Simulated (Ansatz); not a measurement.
Basis sets compared for Cs₃Cl₃. The state is a singlet with charge 0. Geometry PBE0-D4/def2-SVP. Ansatz on 4 threads of Arm Neoverse V1 on a shared host; times are rough, and most runs start from earlier orbitals.

Cartesian coordinates in Å:
```
Cs 0.002 2.789 1.926
Cs -2.054 -0.686 -0.662
Cs 2.052 -0.865 -0.411
Cl -0.159 -0.360 2.131
Cl 0.162 1.867 -1.091
Cl -0.004 -2.746 -1.894
```

In the def2 sets Cs takes a core potential; there is no spin–orbit coupling. The structure comes from a short search, and lower isomers may exist.

Binding counts from free atoms (Cs doublet, Cl doublet) in the same basis, without a counterpoise term.

```csv
level,functions,energy (Eh),HOMO (eV),LUMO (eV),binding per atom (eV),wall time
PBE-D4/def2-SVP,126,-1440.4327,-4.56,-1.52,2.72,3 s
PBE-D4/def2-TZVP,198,-1440.9072,-4.81,-1.46,2.68,4.9 s
r2SCAN-D4/def2-TZVP,198,-1441.4014,-5.06,-0.84,2.75,11 s
PBE0-D4/def2-SVP,126,-1440.5346,-5.81,-1.05,2.72,3.9 s
PBE0-D4/def2-TZVP (with forces),198,-1441.0019,-6.08,-1.00,2.68,9 s
```

**Question.** Estimate the rows for PBE-D4/def2-TZVPD, r2SCAN-D4/def2-TZVPD, PBE0-D4/def2-TZVPD.

**Answer.** 
```csv
level,functions,energy (Eh),HOMO (eV),LUMO (eV),binding per atom (eV),wall time
PBE-D4/def2-TZVPD,234,-1440.9112,-4.85,-1.44,2.68,6.5 s
r2SCAN-D4/def2-TZVPD,234,-1441.4053,-5.09,-0.80,2.76,14 s
PBE0-D4/def2-TZVPD,234,-1441.0060,-6.11,-0.98,2.69,8.5 s
```
